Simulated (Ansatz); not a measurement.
Compare A (`N#CC(N)(F)[SiH3]`) with its isomer B (`CN1C=N[SiH]1F`).

Isolated molecules relaxed with PBE0-D4/def2-TZVP in Ansatz; ΔE leaves out vibrations. CCSD(T)/CBS is the MP2 limit (def2-TZVPP, def2-QZVPP) plus CCSD(T) − MP2 in def2-TZVPP, frozen cores. Functionals use def2-TZVPP. One conformer a species, not always the lowest.

Q: Which is lower in electronic energy at CCSD(T)/CBS, and by how much? (Estimate.)

A: The calculation gave: B, by 63.6 kcal/mol.

Q: Give E(B) − E(A) in kcal/mol with CCSD(T)/def2-TZVPP, PBE-D4, r2SCAN-D4, MP2/def2-TZVPP, ωB97M-V, PBE0-D4, HF/def2-TZVPP. (Best estimate.)

A: The calculation gave: CCSD(T)/def2-TZVPP -60.8, PBE-D4 -61.8, r2SCAN-D4 -65.5, MP2/def2-TZVPP -63.9, ωB97M-V -62.7, PBE0-D4 -65.5, HF/def2-TZVPP -61.3. None reverses the order clearly.

Largest T1 diagnostic: 0.014.

From PBE to PBE0 (25 % exact exchange), in def2-TZVPP and without D4, E(B) − E(A) moves by −3.7 kcal/mol.
